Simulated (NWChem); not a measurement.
Species: CH₃BiCl₂; SMILES [CH3][Bi]([Cl])[Cl]

def2 effective core potentials on Bi; no spin-orbit coupling.

### Question
Give the equilibrium geometry at PBE0/def2-SVP with def2 effective core potentials on Bi (NWChem) as an XYZ file, with the point group.

### Answer
point group C1; any orientation.
```
7

Bi    -0.3358    -0.0005     0.2414
Cl     1.2148    -1.9021    -0.0812
Cl     1.2083     1.9067    -0.0794
C     -0.9748    -0.0051    -1.9216
H     -1.6359     0.8534    -2.1077
H     -1.4944    -0.9487    -2.1402
H     -0.0655     0.0777    -2.5310
```
